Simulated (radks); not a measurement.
The numbers below are computed, except where a source is named.
Initial-state core-level shifts of the vanadium ion V3+ when its valence configuration changes from [Ar] 3d2. Code: a radial shooting solver on a logarithmic mesh with Libxc functionals. Model: non-relativistic Kohn-Sham, PBE, spin-polarised, spherical densities, point nucleus; open shells are filled with parallel spins first. Shifts are changes of the shell-averaged eigenvalues in eV (positive: less bound); the change of the density at the nucleus, which sets a Mossbauer isomer shift, is in e/bohr^3, on a base of 8183.

valence           2s       2p       3s       3p  density at nucleus
3d1 4s1       -9.943   -9.843   -7.720   -7.441             +9.8217
3d1 4p1      -10.938  -10.829   -8.705   -8.411             +2.2846
4p2          -22.856  -22.632  -17.654  -17.062             +5.0873
4s2          -21.089  -20.889  -15.946  -15.385            +21.4352
4s1 4p1      -21.902  -21.689  -16.733  -16.157            +13.2915
3d1.5 4p0.5   -5.338   -5.285   -4.309   -4.164             +1.0765
